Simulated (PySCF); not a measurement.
C₄H₉O₂ (SMILES CO[CH]C(C)O), doublet, geometry from GFN2-xTB. Base run: B3LYP/STO-3G (PySCF).

Here is a job for PySCF.
```python
from pyscf import gto, scf, dft

mol = gto.M(
    atom='''
C     2.56077104   -0.83382252   -0.05187536
O     1.35874343   -0.35585529   -0.59420775
C     0.30458062   -0.28318667    0.27212290
C    -0.91837553    0.40750290   -0.20562298
C    -2.15757524   -0.49024854   -0.06860859
O    -1.08228391    1.59694883    0.56456414
H     2.45262647   -1.86511095    0.30352293
H     2.89549161   -0.20751073    0.78234991
H     3.29918709   -0.80187133   -0.85140078
H     0.49407065   -0.37188146    1.32892922
H    -0.77188196    0.66632212   -1.26581658
H    -3.04377857    0.02369395   -0.43826528
H    -2.30860226   -0.74749979    0.97697382
H    -2.01885023   -1.40248152   -0.64118067
H    -1.94634439    1.97612048    0.36594070
''',
    basis='sto-3g',
    spin=1,
    verbose=4,
)

mf = dft.UKS(mol)
mf.xc = 'b3lyp'
mf.kernel()
```

Variants of this job, named by their change:

```json
[
 {"change": "base", "ΔE vs base (µEh)": "0.0", "grid points": "172912", "electrons on the grid": "49.00002"},
 {"change": "grids.becke_scheme = stratmann", "ΔE vs base (µEh)": "-2.7", "grid points": "172912", "electrons on the grid": "49.00002"},
 {"change": "grids.level = 1", "ΔE vs base (µEh)": "-23.7", "grid points": "53328", "electrons on the grid": "49.00015"},
 {"change": "grids.prune = dft.gen_grid.treutler_prune", "ΔE vs base (µEh)": "1.2", "grid points": "148576", "electrons on the grid": "49.00002"},
 {"change": "grids.atom_grid = (150, 974)", "ΔE vs base (µEh)": "-0.5", "grid points": "1215904", "electrons on the grid": "49.00000"},
 {"change": "grids.radi_method = gauss_chebyshev", "ΔE vs base (µEh)": "0.3", "grid points": "169056", "electrons on the grid": "49.00002"},
 {"change": "grids.prune = dft.gen_grid.sg1_prune", "ΔE vs base (µEh)": "-39.3", "grid points": "76904", "electrons on the grid": "49.00016"},
 {"change": "grids.level = 7", "ΔE vs base (µEh)": "-0.5", "grid points": "970944", "electrons on the grid": "49.00000"},
 {"change": "grids.atom_grid = (30, 110)", "ΔE vs base (µEh)": "-178", "grid points": "36936", "electrons on the grid": "49.00118"},
 {"change": "grids.radi_method = delley", "ΔE vs base (µEh)": "0.0", "grid points": "186520", "electrons on the grid": "49.00002"},
 {"change": "grids.atom_grid = (75, 302)", "ΔE vs base (µEh)": "0.0", "grid points": "218184", "electrons on the grid": "49.00002"}
]
```

Open shells are given as the SCF converged; they aren't shown to be the lowest states, and a large step between rows can be another state.
